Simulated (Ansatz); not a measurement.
Li₅H₆. Charge 0, multiplicity 2. Geometry r2SCAN-D4/def2-TZVP.

```xyz
11

Li   -2.807   -0.885    0.309
Li   -0.307   -0.118    1.952
Li   -0.912    0.610   -0.809
Li    0.075   -1.977    0.112
Li    1.511    0.262    0.048
H     0.444   -0.682   -1.072
H    -1.358   -1.419    1.150
H     3.215    1.219   -0.555
H     0.070    1.130    0.721
H    -2.643    0.300   -0.858
H     2.713    1.559   -0.998
```

In the doublet, H8 and H11 lie 0.75 Å apart (atoms count from 1), so H2 has formed as a molecule. Another isomer (doublet) lies 0.23 eV lower at PBE0-D4/def2-TZVP; other spin states weren't run for this one.

Question: Estimate the α-spin orbital energies around the gap (eV) in Ansatz with PBE-D4/def2-TZVP, r2SCAN-D4/def2-TZVP, PBE0-D4/def2-TZVP, r2SCAN0-D4/def2-TZVP.

Answer: 
```json
{"orbital": "HOMO−5", "PBE-D4/def2-TZVP": "-11.61", "r2SCAN-D4/def2-TZVP": "-12.08", "PBE0-D4/def2-TZVP": "-13.28", "r2SCAN0-D4/def2-TZVP": "-13.58"}
{"orbital": "HOMO−4", "PBE-D4/def2-TZVP": "-7.46", "r2SCAN-D4/def2-TZVP": "-7.75", "PBE0-D4/def2-TZVP": "-8.83", "r2SCAN0-D4/def2-TZVP": "-9.01"}
{"orbital": "HOMO−3", "PBE-D4/def2-TZVP": "-6.30", "r2SCAN-D4/def2-TZVP": "-6.56", "PBE0-D4/def2-TZVP": "-7.52", "r2SCAN0-D4/def2-TZVP": "-7.68"}
{"orbital": "HOMO−2", "PBE-D4/def2-TZVP": "-5.47", "r2SCAN-D4/def2-TZVP": "-5.69", "PBE0-D4/def2-TZVP": "-6.61", "r2SCAN0-D4/def2-TZVP": "-6.75"}
{"orbital": "HOMO−1", "PBE-D4/def2-TZVP": "-5.32", "r2SCAN-D4/def2-TZVP": "-5.56", "PBE0-D4/def2-TZVP": "-6.52", "r2SCAN0-D4/def2-TZVP": "-6.67"}
{"orbital": "HOMO", "PBE-D4/def2-TZVP": "-2.53", "r2SCAN-D4/def2-TZVP": "-2.57", "PBE0-D4/def2-TZVP": "-3.11", "r2SCAN0-D4/def2-TZVP": "-3.13"}
{"orbital": "LUMO", "PBE-D4/def2-TZVP": "-1.17", "r2SCAN-D4/def2-TZVP": "-0.71", "PBE0-D4/def2-TZVP": "-0.63", "r2SCAN0-D4/def2-TZVP": "-0.36"}
{"orbital": "LUMO+1", "PBE-D4/def2-TZVP": "-1.16", "r2SCAN-D4/def2-TZVP": "-0.66", "PBE0-D4/def2-TZVP": "-0.60", "r2SCAN0-D4/def2-TZVP": "-0.31"}
{"orbital": "LUMO+2", "PBE-D4/def2-TZVP": "-0.80", "r2SCAN-D4/def2-TZVP": "-0.40", "PBE0-D4/def2-TZVP": "-0.22", "r2SCAN0-D4/def2-TZVP": "0.03"}
{"orbital": "LUMO+3", "PBE-D4/def2-TZVP": "-0.56", "r2SCAN-D4/def2-TZVP": "-0.29", "PBE0-D4/def2-TZVP": "0.01", "r2SCAN0-D4/def2-TZVP": "0.17"}
{"orbital": "LUMO+4", "PBE-D4/def2-TZVP": "-0.35", "r2SCAN-D4/def2-TZVP": "0.25", "PBE0-D4/def2-TZVP": "0.23", "r2SCAN0-D4/def2-TZVP": "0.57"}
{"orbital": "LUMO+5", "PBE-D4/def2-TZVP": "-0.14", "r2SCAN-D4/def2-TZVP": "0.31", "PBE0-D4/def2-TZVP": "0.39", "r2SCAN0-D4/def2-TZVP": "0.65"}
{"orbital": "β HOMO", "PBE-D4/def2-TZVP": "-5.30", "r2SCAN-D4/def2-TZVP": "-5.53", "PBE0-D4/def2-TZVP": "-6.49", "r2SCAN0-D4/def2-TZVP": "-6.63"}
{"orbital": "β LUMO", "PBE-D4/def2-TZVP": "-1.44", "r2SCAN-D4/def2-TZVP": "-1.03", "PBE0-D4/def2-TZVP": "-0.80", "r2SCAN0-D4/def2-TZVP": "-0.70"}
```
